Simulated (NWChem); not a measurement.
System: SiHSClF₂; SMILES [Si](S)(Cl)(F)F

NWChem input:

```
start job
memory heap 200 mb stack 900 mb global 1100 mb
geometry units angstroms noautoz
  F     -1.303831    -0.006255    -1.292119
  Si    -0.331864     0.000851     0.001058
  F     -1.277563    -0.132124     1.310478
  S      0.741191     1.827057    -0.048487
  Cl     0.873194    -1.656574    -0.027552
  H      1.564414     1.429208     0.963096
end
basis spherical
  F library def2-svp
  Si library def2-svp
  S library def2-svp
  Cl library def2-svp
  H library def2-svp
end
dft
  xc mpw1k
  iterations 150
  mulliken
end
task dft energy
```

All runs use the structure optimised with PBE-D3(BJ)/def2-SVP.

Problem. What results follow from this input? (MPW1K/def2-SVP.) Quantities: energy (Ha); highest occupied level (eV); orbital gap (eV); dipole (D).

Solution. 
```yaml
energy (Ha): -1347.84
highest occupied level (eV): -9.43
orbital gap (eV): 9.94
dipole (D): 1.93
```
